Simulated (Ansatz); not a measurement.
Geometry optimisation, RKS PBE-D4/def2-SVP (Ansatz).

Input file:

```yaml
crystal:
  periodic: [false, false, false]
  atoms:
    - { symbol: B, position_ang: [0.5464, -1.3355, 0.3279] }
    - { symbol: F, position_ang: [1.0961, -0.1947, -0.7755] }
    - { symbol: Cl, position_ang: [0.1966, -2.7982, -0.4913] }
    - { symbol: Cl, position_ang: [1.5192, -1.2411, 1.7583] }
    - { symbol: Si, position_ang: [-0.2764, 1.2576, -0.6239] }
    - { symbol: O, position_ang: [-0.883, -0.3542, 0.5167] }
    - { symbol: H, position_ang: [0.8175, 1.9422, 0.0469] }
    - { symbol: H, position_ang: [-0.4704, 0.932, -2.0222] }
    - { symbol: H, position_ang: [-1.515, 1.9198, -0.1707] }
    - { symbol: H, position_ang: [-1.031, -0.1279, 1.4337] }
basis:
  gaussian: { orbitals: def2-SVP }
hamiltonian:
  xc: pbe
  dispersion: d4
relax:
  f_tol: 0.15
  max_steps: 25
  restrain:
    - { distance: [0, 5], at: 1.5, k: 30.0 }
    - { distance: [4, 1], at: 1.68, k: 30.0 }
    - { distance: [0, 1], at: 2.71, k: 30.0 }
    - { distance: [4, 5], at: 3.07, k: 30.0 }
output:
  orbitals: {}
```

Run as:

```bash
$ ansatz run input.yaml --threads 2 --pin off --max-ram 3072MiB --backend cpu --events-out ev --progress --plain --runs-dir out
```

**Question.** Where does it end, and by what steps?

**Answer.** It converged. The restraints hold the end off the free minimum. After 19 steps the energy has fallen by 1.199 eV (the restraints' own energy left out); H9 moved furthest, 1.82 Å. Parted: B1–F2, Si5–O6.

```tsv
step	energy less start (eV)	largest force component (eV/Å)	accepted
0	0.0000	3.508	yes
1	0.8073	3.003	yes
2	1.0002	2.819	yes
3	0.6636	1.714	yes
4	0.0415	1.730	yes
5	-0.4749	1.796	yes
6	-0.8488	1.849	yes
7	-0.9578	1.848	yes
8	-0.9966	2.013	yes
9	-1.0359	1.881	yes
10	-1.0415	1.779	yes
11	-1.0531	1.746	yes
12	-1.0731	1.854	yes
13	-1.0896	1.851	yes
14	-1.1103	1.856	yes
15	-1.1226	1.619	yes
16	-1.1748	1.644	yes
17	-1.1892	1.760	yes
18	-1.1861	1.783	yes
19	-1.1987	1.785	yes
```

```xyz
10
Properties=species:S:1:pos:R:3
B 0.118 -1.563 0.913
F 1.108 0.252 -0.839
Cl -0.606 -2.579 -0.319
Cl 1.660 -1.980 1.658
Si -0.132 1.326 -1.124
O -0.628 -0.427 1.347
H -0.259 2.254 0.045
H 0.270 2.109 -2.343
H -1.395 0.569 -1.388
H -0.136 0.037 2.050
```

Time of the run: 57 s on 2 threads of Arm Neoverse V1 (shared host), peak memory 0.18 GiB.
